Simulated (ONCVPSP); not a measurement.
Transferability test, ONCV potential for tin (Sn)

- Element: Sn
- Generator: ONCVPSP 4.0.1
- Type: optimised norm-conserving Vanderbilt (ONCV)
- Functional: PBE
- Relativity: scalar-relativistic
- Frozen core: [Kr] 4d10
- Valence charge: 4
- Reference configuration: 5s2 5p2
- Partial waves: 5s: rc 2.05 bohr, ncon 4, nbas 8, qcut 2.7 1/bohr, 2 projectors, debl 2.2 Ha; 5p: rc 2.10 bohr, ncon 4, nbas 8, qcut 4.5 1/bohr, 2 projectors, debl 3.8 Ha
- Local potential: polynomial inside 1.50 bohr (lpopt 5, dvloc0 6 Ha)
- Core correction: Teter function, fcfact 2.25, rcfact 1.3

Energies are relative to the spin-unpolarised reference configuration 5s2 5p2; without spin polarisation the order of configurations can differ from experiment.

```json
{"valence configuration": "5s2 5p1", "charge": "+1", "ΔE all-electron (eV)": "6.875", "error AE − PS (meV)": "-3.4"}
{"valence configuration": "5s2 5p0", "charge": "+2", "ΔE all-electron (eV)": "20.828", "error AE − PS (meV)": "-20"}
{"valence configuration": "5s1 5p0", "charge": "+3", "ΔE all-electron (eV)": "51.800", "error AE − PS (meV)": "-115"}
{"valence configuration": "5s0 5p4", "charge": "0", "ΔE all-electron (eV)": "14.186", "error AE − PS (meV)": "-26"}
```

Note: no bound ghost flagged; GHOST(+) flagged for s at 96.5 eV.
